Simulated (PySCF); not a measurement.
## In⁺ (indium, charge +1) across methods

[Kr] 4d10 5s2, closed-shell 1S. Calculation: PySCF 2.14, in aug-cc-pwCVTZ-PP with ECP28MDF (8s7p6d4f1g, 96 functions); scalar relativity through the core potential.

| method | E (hartree) | mean ε 4p (eV) | mean ε 4d (eV) | mean ε 5s (eV) | Σ⟨r²⟩ (bohr²) | ⟨S²⟩ |
| --- | --- | --- | --- | --- | --- | --- |
| BLYP | -189.8816 | -86.595 | -25.691 | -15.010 | 38.26 | 0.000 |
| PBE0 | -189.9084 | -91.780 | -28.352 | -15.782 | 38.18 | 0.000 |
| LDA | -189.5878 | -86.625 | -26.000 | -15.374 | 38.10 | 0.000 |
| PBE | -189.9135 | -86.680 | -25.843 | -14.989 | 38.17 | 0.000 |
| B97-3 | -189.9630 | -92.186 | -28.499 | -15.711 | 38.27 | 0.000 |
| UHF | -189.01878 | -106.07 | -34.881 | -17.280 | 38.86 | 0.000 |
| r2SCAN | -189.9733 | -89.229 | -26.448 | -15.207 | 38.01 | 0.000 |
| HSE06 | -189.9068 | -91.356 | -27.924 | -15.453 | 38.16 | 0.000 |

Problem. Estimate the same row for wB97X.

Solution. E (hartree) = -189.9447; mean ε 4p (eV) = -93.785; mean ε 4d (eV) = -30.831; mean ε 5s (eV) = -18.109; Σ⟨r²⟩ (bohr²) = 38.19; ⟨S²⟩ = 0.000.

Energies and moments cover only the electrons outside the core potential.
